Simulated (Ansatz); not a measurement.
System: CH₃Cd, net charge 1, singlet state. SMILES: [CH3][Cd+]
Geometry: optimised at B3LYP-D3(BJ)/def2-TZVP (Ansatz, a quantum-chemistry and plane-wave program).

Wanted: vertical triplet-singlet gap (E(triplet) - E(singlet); each state is the SCF solution reached for its spin; the molecule has degenerate orbitals, so one determinant may break the symmetry; for the singlet the Hartree-Fock reference is unstable and T1 is 0.017), in eV. Valence correlation only, unless marked. UHF or UKS for open shells. No spin-orbit coupling. The frozen core is the preceding noble-gas configuration, with the filled d and f shells of earlier blocks. In def2 rows, elements after Kr have scalar-relativistic effective core potentials. CBS marks a two-point X^-3 extrapolation of the correlation energy; Hartree-Fock from the larger set. [CCSD(T)-MP2]/basis is that difference in the basis named.

```
level                                                          program  vertical triplet-singlet gap (eV)  minus last row
-------------------------------------------------------------  -------  ---------------------------------  --------------
HF/def2-QZVPPD                                                  Ansatz                               1.28           -1.30
PBE0/def2-TZVPD                                                 Ansatz                               2.49           -0.09
wB97X-V/def2-TZVPD                                              Ansatz                               2.48           -0.10
MP2/def2-TZVPPD                                                 Ansatz                               2.61            0.03
CCSD(T)/def2-SVPD                                               Ansatz                               2.50           -0.08
CCSD(T)/def2-TZVPPD                                             Ansatz                               2.53           -0.05
RI-MP2/CBS(def2-TZVPPD,def2-QZVPPD)+[CCSD(T)-MP2]/def2-TZVPPD   Ansatz                               2.58            0.00
```
